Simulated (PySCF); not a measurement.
A calculated (BP86, PySCF 2.14, 6-31G*, the non-relativistic Hamiltonian (point nucleus)) atom or ion has these occupied shells.

| shell | electrons | orbital energy (eV) | rms radius, mean of both spins (bohr) |
| --- | --- | --- | --- |
| 1s α | 1 | -11554.5 | 0.0537 |
| 1s β | 1 | -11554.5 | 0.0537 |
| 2s α | 1 | -1459.3 | 0.224 |
| 2s β | 1 | -1459.3 | 0.224 |
| 2p α | 3 | -1306.6 | 0.198 |
| 2p β | 3 | -1306.5 | 0.198 |
| 3s α | 1 | -194.45 | 0.652 |
| 3s β | 1 | -194.33 | 0.652 |
| 3p α | 3 | -142.80 | 0.673 |
| 3p β | 3 | -142.67 | 0.673 |
| 3d α | 5 | -51.758 | 0.760 |
| 3d β | 5 | -51.555 | 0.760 |
| 4s α | 1 | -23.711 | 2.04 |
| 4s β | 1 | -22.053 | 2.04 |
| 4p α | 2 | -14.155 | 2.46 |

**Question.** Name the element and its charge.

**Answer.** As⁺ (arsenic, charge +1), in [Ar] 3d10 4s2 4p2, high-spin 3P determinant.
